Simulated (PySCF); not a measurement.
F3Ru, neutral, multiplicity 4. Atoms are numbered in the order given.

```xyz
4

Ru     0.0060     0.1443     0.0000
F     -0.0123     0.4952    -1.8267
F     -0.0047    -1.6959     0.0000
F     -0.0123     0.4952     1.8267
```
Charge 0, spin multiplicity 4.

Geometry optimised at PBE-D3(BJ)/def2-TZVP. The multiplicity is an assumed one; other spin states were not compared. The def2 effective core potentials stand for the cores of Ru; spin–orbit coupling is left out.

Method: PySCF 2.14.0 with PBE-D3(BJ)/def2-TZVP.

Frequencies are harmonic and unscaled.

| mode | ν (cm⁻¹) | IR (km/mol) | moving atoms (share of kinetic energy) |
|---|---|---|---|
| 1 | 63 | 4.4 | F 67 %, Ru 33 % |
| 2 | 111 | 3.4 | F 92 %, Ru 8 % |
| 3 | 167 | 12.7 | F 80 %, Ru 20 % |
| 4 | 608 | 89.5 | F 85 %, Ru 15 % |
| 5 | 629 | 3.5 | F 99 % |
| 6 | 669 | 199.7 | F 73 %, Ru 27 % |
